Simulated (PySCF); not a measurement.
Several orderings of computed values.

All species are isolated and taken at one optimised geometry, non-relativistic unless stated. Electronic properties by PySCF.

The conformers computed, where there is a choice (atom-mapped SMILES and torsion angles):
- `[CH3:1][O:2][c:3]1[cH:4][c:5]([F:6])[cH:7][cH:8][c:9]1[Cl:10]`: C1–O2–C3–C4 0°
- `[CH:1]#[C:2][CH2:3][C@@H:4]([CH:5]=[CH2:6])[O:7][CH:8]([CH3:9])[CH3:10]`: C2–C3–C4–C5 62°, C3–C4–C5–C6 -100°, C3–C4–O7–C8 155°, C4–O7–C8–C9 -164°
- `[CH3:1][CH2:2][C@@H:3]1[C:4]([F:5])([F:6])[C@:7]1([F:8])[Cl:9]`: C1–C2–C3–C4 155°
- `[CH:1]#[C:2][P:3]([CH3:4])[CH2:5][N:6]([CH3:7])[CH3:8]`: C2–P3–C5–N6 89°, P3–C5–N6–C7 -65°
- `[CH3:1][CH2:2][S:3](=[O:4])(=[O:5])[Cl:6]`: C1–C2–S3–O4 -48°
- `[SiH3:1][O:2][C:3]1=[CH:4][SiH2:5][C:6]1([SiH3:7])[SiH3:8]`: Si1–O2–C3–C4 0°
- `[O:1]=[CH:2][C:3]1=[CH:4][O:5][CH:6]=[CH:7][O:8]1`: O1–C2–C3–C4 0°
- `[CH3:1][C:2](=[O:3])/[CH:4]=[C:5](/[O-:6])[CH2:7][C:8]#[N:9]`: C1–C2–C4–C5 -179°, C4–C5–C7–C8 -105°

The conformers of `N=[P@]12CC[C@H](CC1)C2` and `CO[C@@H](C)C(=O)OCC(F)(F)F` aren't listed.

**Question.** Rank by HOMO energy, highest first (PBE0/pcSseg-1 at GFN2-xTB geometries).
A. `CCS(=O)(=O)Cl`
B. `CO[C@@H](C)C(=O)OCC(F)(F)F`
C. `COC1=C(Cl)C=CC(F)=C1`
D. `C#CP(C)CN(C)C`
E. `C(C[C@H](OC(C)C)C=C)#C`
F. `CC[C@@H]1C(F)(F)[C@]1(F)Cl`
G. `[SiH3]C1([SiH3])C(=C[SiH2]1)O[SiH3]`
H. `N=[P@]12CC[C@H](CC1)C2`

**Answer.** D (-5.86 eV), H (-6.15 eV), C (-6.71 eV), G (-6.85 eV), E (-7.37 eV), B (-7.77 eV), F (-8.27 eV), A (-9.07 eV).

**Question.** Rank by HOMO–LUMO gap, highest first (PBE0/pcSseg-1 at GFN2-xTB geometries).
A. `O([SiH3])C1C([SiH3])([SiH2]C=1)[SiH3]`
B. `COc1cc(F)ccc1Cl`
C. `C#CC1=CC1=C`
D. `C#CP(C)CN(C)C`
E. `N=[P@]12CC[C@H](CC1)C2`

**Answer.** E (7.06 eV), A (6.83 eV), B (6.13 eV), D (5.96 eV), C (4.46 eV).

**Question.** Rank by dipole moment, highest first (PBE0/pcSseg-1 at GFN2-xTB geometries).
A. `O=CC1=COC=CO1`
B. `C#CP(C)CN(C)C`
C. `CC[C@@H]1C(F)(F)[C@]1(F)Cl`
D. `COc1cc(F)ccc1Cl`
E. `[SiH3]OC1=C[SiH2]C1([SiH3])[SiH3]`
F. `CCS(=O)(=O)Cl`

**Answer.** F (4.29 D), A (3.45 D), C (2.67 D), D (1.73 D), E (1.32 D), B (0.67 D).

**Question.** Rank by smallest rotational constant, lowest first (GFN2-xTB).
A. `[SiH3]OC1=C[SiH2]C1([SiH3])[SiH3]`
B. `COC1=C(Cl)C=CC(F)=C1`
C. `C#CP(C)CN(C)C`
D. `O=CC1=COC=CO1`
E. `CC(=O)/C=C(/[O-])CC#N`

**Answer.** B (0.586 GHz), A (0.651 GHz), E (0.852 GHz), C (0.949 GHz), D (1.236 GHz).
